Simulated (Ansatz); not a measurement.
A structure relaxed at r2SCAN-D4/def2-SVPD in Ansatz, charge -1, doublet:

Cartesian coordinates in Å:
```
Si -0.509 -0.289 -1.486
Si 1.180 0.633 -0.297
Si -0.997 -1.757 0.473
O 2.432 1.222 0.411
O -0.241 1.392 -0.760
O -1.865 -1.201 1.658
```

Give its formula.

the cluster Si₃O₃⁻.

Summarise the bond lengths by kind (pairs closer than 1.2 times the sum of covalent radii, bridged metal pairs left out).

4 × O–Si 1.55 to 1.85 Å; 2 × Si–Si 2.26 to 2.50 Å.

Another isomer (doublet) lies 2.24 eV lower at PBE0-D4/def2-TZVPD; other spin states weren't run for this one.
